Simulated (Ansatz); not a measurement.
The cluster Ga2H3, relaxed as a doublet with UKS r2SCAN-D4/def2-TZVP in Ansatz, starting from the GFN1-xTB geometry. Force threshold 0.02 eV/Å.

The relaxation made no stability test and no search for a lower SCF solution. The structure comes from a short search, and lower isomers may exist.

Start:

```xyz
5

Ga    0.826   -0.037    1.295
Ga   -0.700    0.303   -0.625
H    -2.310    0.082   -0.333
H     2.427    0.630    1.248
H    -0.242   -0.979   -1.585
```

Question: Estimate the energy that the relaxation releases and the steps that it takes.

Answer: 0.72 eV, in 9 steps; 14 s on 4 threads of Arm Neoverse V2 on a shared host. No frequencies were taken in this run, so the end may be a saddle point.

Question: Does the start keep its bonding?

Answer: By distances, no bond broke or formed. The bond that changes most is Ga1–H4, from 1.74 to 1.57 Å (atoms count from 1). The end is the same structure that another start reached, the lowest one found.

Question: Predict the relaxed structure.

Answer: 
```xyz
5

Ga    1.0368    0.0915    0.9642
Ga   -0.7152   -0.1297   -0.6121
H    -2.1355    0.3466   -0.1767
H     2.2782    0.7475    1.6665
H    -0.4642   -1.0558   -1.8419
```
Bond lengths (bridged metal pairs left out): 1 × Ga–Ga 2.37 Å; 3 × Ga–H 1.56 to 1.57 Å.
